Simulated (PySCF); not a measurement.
A structure optimised at B3LYP-D3(BJ)/def2-SVP, used in a PySCF frequency run:

```
Sn
Cl 1 2.3341
Cl 1 2.3341 2 109.47
Cl 1 2.3341 2 109.47 3 -120.00
Cl 1 2.3341 2 109.47 4 -120.00
```

### Question
Write its SMILES, formula and point group.

### Answer
[Cl][Sn]([Cl])([Cl])[Cl], Cl4Sn, Td

### Question
What are its rotational constants (standard atomic weights)?

### Answer
0.98125, 0.98125, 0.98125 GHz
